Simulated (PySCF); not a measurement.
The free ion Ni3+ in its d7 configuration.

Method (PySCF 2.14, density fitting): CASSCF(7,5) with orbitals averaged over all microstates of the shell, strongly contracted NEVPT2 on the averaged canonical orbitals; basis x2c-TZVPall; spin-free X2C; gas phase; spin-orbit coupling by state interaction with the mean-field operator over all roots.

CASSCF energies above the lowest CASSCF root:

| state | CASSCF / cm⁻¹ |
| --- | --- |
| 4F | 0 |
| 4P | 21402 |
| 2G | 21638 |
| 2P | 28772 |
| 2H | 28772 |
| 2D | 31290 |
| 2F | 50174 |
| 2D | 78885 |

Question: How does dynamic correlation (SC-NEVPT2) move these states?

Answer: 
| state | NEVPT2 / cm⁻¹ | shift / cm⁻¹ |
| --- | --- | --- |
| 4F | 0 | 0 |
| 4P | 18901 | -2500 |
| 2G | 20297 | -1342 |
| 2P | 24272 | -4500 |
| 2H | 27312 | -1460 |
| 2D | 28149 | -3141 |
| 2F | 45493 | -4680 |
| 2D | 71259 | -7625 |

In the ligand-field fit B goes from 1427 to 1262 cm⁻¹, C goes from 5310 to 4984 cm⁻¹.
